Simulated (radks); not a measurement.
Task: Species: Lu V. Configuration: [Xe] 4f13 (the NIST ground configuration). Calculated with a radial shooting solver on a logarithmic mesh with Libxc functionals: Dirac Kohn-Sham, exchange-only B88, spin-unpolarised, spherical densities, finite nucleus; open shells fill j = l - 1/2 first; Fermi nuclear charge, rms radius 5.37 fm. Some entries of the table are withheld. Estimate them.

orbital,occ.,eigenvalue (eV),<1/r> (bohr^-1),<r> (bohr)
1s1/2,2,-63197.42,82.18,0.01932
2s1/2,2,-10791.23,19.88,(1)
2p1/2,2,-10304.11,19.86,0.06740
2p3/2,4,-9186.323,16.96,0.07501
3s1/2,2,-2482.675,7.290,0.2122
3p1/2,2,-2266.744,7.208,0.2020
3p3/2,4,-2028.370,6.462,0.2162
3d3/2,4,-1661.027,6.352,0.1898
3d5/2,6,-1608.984,6.173,0.1942
4s1/2,2,-532.2329,3.057,0.4774
4p1/2,2,-444.2149,2.948,0.4843
4p3/2,4,-389.7681,2.688,0.5168
4d3/2,4,(2),2.469,0.5392
4d5/2,6,(3),2.406,0.5505
5s1/2,2,-104.0849,1.171,1.145
5p1/2,2,-78.7752,1.049,1.262
5p3/2,4,-71.0866,0.9629,1.355
4f5/2,6,-56.8495,1.898,0.6782
4f7/2,7,-55.2396,1.870,0.6894
5d3/2,0,-37.9784,0.7010,1.819
5d5/2,0,-37.2077,0.6851,1.857
6s1/2,0,-34.0166,0.4867,2.652
6p1/2,0,-27.5618,0.4282,3.013
6p3/2,0,-26.0997,0.4057,3.173

Result: 
(1) 2s1/2 <r> (bohr): 0.08125
(2) 4d3/2 eigenvalue (eV): -244.8247
(3) 4d5/2 eigenvalue (eV): -234.8530
